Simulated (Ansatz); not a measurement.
Cost and result for the atomization energy of `CB(C)[SiH2]F` (13 atoms, 12 bonds).

Cartesian coordinates in Å:
```
C -1.1682 0.9956 0.6519
B -0.0229 0.1869 -0.0273
C 1.0332 0.8920 -0.9361
Si 0.1482 -1.8067 0.2551
F -1.0979 -2.4229 1.0721
H -0.8039 1.1951 1.6738
H -1.3662 1.9707 0.1984
H -2.1029 0.4464 0.7855
H 1.1981 1.9429 -0.6806
H 1.9956 0.3860 -1.0420
H 0.5789 0.8949 -1.9407
H 0.2269 -2.5453 -1.0387
H 1.3811 -2.1358 1.0288
```

Charge 0, multiplicity 1. The structure was optimised at the PBE0-D4/def2-TZVP level. It is one conformer, not always the lowest. Program: Ansatz. All runs use 4 threads of an Intel Xeon Platinum 8488C on a shared host. Times are those of one run each, without the atoms' runs, and a repeat can differ threefold. Electronic energies, without spin–orbit coupling; frozen cores. CCSD(T)/CBS adds CCSD(T) − MP2 in def2-TZVPP to the MP2 limit, and its time is that of the two runs behind it. T1 = 0.011. HSE06 is the plane-wave form, built on full-range PBE exchange.

CCSD(T)/CBS is a level of theory with its own doubt, some kJ/mol a heavy atom from the limit and from the frozen cores, so smaller differences don't rank the functionals.

| level | functions | wall time | atomization (kJ/mol) | difference from CCSD(T)/CBS | per bond |
| --- | --- | --- | --- | --- | --- |
| LDA (SPW92)/def2-TZVPP | 278 | 1.4 s | 5443.7 | 598.8 | 49.9 |
| BLYP-D4/def2-TZVPP | 278 | 1.8 s | 4824.6 | -20.3 | -1.7 |
| PBE-D4/def2-TZVPP (with forces) | 278 | 2.3 s | 4900.6 | 55.7 | 4.6 |
| PBE0-D4/def2-TZVPP | 278 | 2.5 s | 4854.4 | 9.5 | 0.8 |
| HSE06-D4/def2-TZVPP | 278 | 2.6 s | 4856.7 | 11.8 | 1.0 |
| BHLYP-D4/def2-TZVPP | 278 | 2.7 s | 4768.1 | -76.8 | -6.4 |
| r2SCANh-D4/def2-TZVPP | 278 | 3.3 s | 4851.9 | 7.0 | 0.6 |
| CCSD(T)/def2-SVP | 114 | 4.3 s | 4609.3 | -235.6 | -19.6 |
| PBE-QIDH/def2-TZVPP | 278 | 4.8 s | 4830.5 | -14.4 | -1.2 |
| B2PLYP/def2-TZVPP | 278 | 5.5 s | 4806.8 | -38.1 | -3.2 |
| MP2/def2-QZVPP | 538 | 19 s | 4851.1 | 6.2 | 0.5 |
| CCSD(T)/def2-TZVPP | 278 | 120 s | 4738.2 | -106.7 | -8.9 |
| CCSD(T)/CBS(def2) | – | 2.3 min | 4844.9 | 0.0 | 0.0 |

From r2SCAN to r2SCAN0 (25 % exact exchange), in def2-TZVPP and without D4, the atomization energy moves by −47.7 kJ/mol: exact exchange takes away binding that semilocal exchange gives to molecules. At CCSD(T), def2-SVP lies −235.7 kJ/mol from the extrapolated value and def2-TZVPP −106.8 kJ/mol: correlation converges slowly with the basis, and small sets miss more of it in the bonded molecule than in its fragments. In def2-TZVPP, CCSD(T) changes the Hartree–Fock value by +989.6 kJ/mol (the triples alone add +49.1 kJ/mol) and MP2 by +1039.0 kJ/mol; breaking electron pairs costs correlation energy, which Hartree–Fock lacks.
